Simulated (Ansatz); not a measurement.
PdAu₂⁺. Charge 1, multiplicity 2. Geometry PBE-D4/def2-TZVP, that of the neutral singlet; atoms count from 1.

```xyz
3

Pd   -0.772   -1.239    0.325
Au   -0.217    0.680   -1.363
Au    0.989    0.559    1.037
```

In the def2 sets Au, Pd take a core potential; there is no spin–orbit coupling. The structure comes from a short search, and lower isomers may exist.

**Question.** Estimate the Mulliken populations from the PBE0/def2-TZVP orbitals of Ansatz.

**Answer.** 
```
atom  charge (e)  spin (α − β)  d electrons
 Pd1        0.18          0.95         9.05
 Au2        0.41          0.02         9.85
 Au3        0.41          0.02         9.85
```
Mulliken values depend strongly on the basis.

**Question.** Where does the spin sit?

**Answer.** Summed by element: Pd 0.95, Au 0.05, of 1 unpaired in all. Largest on single atoms: Pd1 0.95, Au2 0.02, Au3 0.02.

**Question.** And the Mayer bond orders between heavy atoms (over 0.3)?

**Answer.** Pd1–Au2 0.65 (2.62 Å); Pd1–Au3 0.65 (2.62 Å); Au2–Au3 0.51 (2.69 Å).
